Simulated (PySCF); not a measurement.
C₄H₃BO, SMILES C#CB(O)C#C.

Coordinates come from a PBE-D3(BJ)/def2-SVP optimisation. The values are those of a single conformer.

All values below come from TDA-PBE/def2-SVPD (PySCF).

Vertical excitations.  State labels are in the subgroup Cs.

Computed excitation energies, oscillator strengths and character:
```
state  symmetry  energy (eV)  λ (nm)      f                                                              main pairs
-----  --------  -----------  ------  -----  ----------------------------------------------------------------------
S1           A"         4.13     300  0.000                                                         HOMO→LUMO 100 %
S2           A"         4.59     270  0.000                                                       HOMO−2→LUMO 100 %
S3           A'         4.94     251  0.108                                      HOMO−1→LUMO 76 %, HOMO→LUMO+1 21 %
S4           A'         5.35     232  0.035                                    HOMO−3→LUMO 79 %, HOMO−2→LUMO+1 14 %
S5           A"         5.89     210  0.000                                                      HOMO−1→LUMO+1 99 %
S6           A'         6.23     199  0.181  HOMO→LUMO+1 51 %, HOMO−2→LUMO+1 13 %, HOMO→LUMO+3 9 %, HOMO−1→LUMO 9 %
S7           A"         6.23     199  0.000                                                      HOMO−3→LUMO+1 98 %
S8           A"         6.35     195  0.000                                                        HOMO−4→LUMO 98 %
S9           A'         6.54     190  0.081                 HOMO−2→LUMO+1 49 %, HOMO→LUMO+3 14 %, HOMO−1→LUMO+2 8 %
S10          A"         6.73     184  0.000                                                        HOMO→LUMO+2 98 %
T1           A'         3.85     322      0                                                        HOMO−1→LUMO 95 %
T2           A"         3.88     319      0                                                          HOMO→LUMO 98 %
T3           A'         4.15     299      0                                                        HOMO−3→LUMO 94 %
T4           A"         4.35     285      0                                                        HOMO−2→LUMO 97 %
```
Triplets are in the Tamm–Dancoff approximation.
